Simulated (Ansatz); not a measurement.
Species: H4GaN, SMILES `[NH2][GaH2]` (H–N–Ga–H torsion 180°) (charge 0, multiplicity 1).

Give a relaxed geometry from r2SCAN-D4/def2-TZVP in Ansatz (a first-principles code).

This is not unique; one that fits is the end point of this relaxation, one of several conformers (outside a Z-matrix the atoms follow the SMILES, hydrogens last).
Z-matrix (Å, degrees):
```
Ga
N 1 1.8123
H 2 1.0069 1 124.15
H 2 1.0069 3 111.71 1 179.98
H 1 1.5540 2 116.36 3 -0.08
H 1 1.5540 5 127.29 2 -179.99
```
